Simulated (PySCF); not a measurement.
**Correlation energy of Xe⁺ (xenon, charge +1)**

[Kr] 4d10 5s1 5p6, 2S determinant (an excited configuration). All numbers are calculated (PySCF 2.14, the spin-free X2C one-electron Hamiltonian (Gaussian nucleus), in x2c-TZVPPall (8s6p4d2f, 60 functions)). Frozen: [Kr] 4d10; 7 electrons correlated.

MP2 pair energies summed by pair of shells (mhartree):

```
 pair   energy  share (%)
5p-5p  -152.99       90.2
5s-5p   -16.57        9.8
```

Total MP2 correlation energy: -169.56 mhartree.

Same-spin part -29.89 and opposite-spin part -139.68 mhartree; SCS-MP2 scales them by 1/3 and 6/5 to -177.58 mhartree.
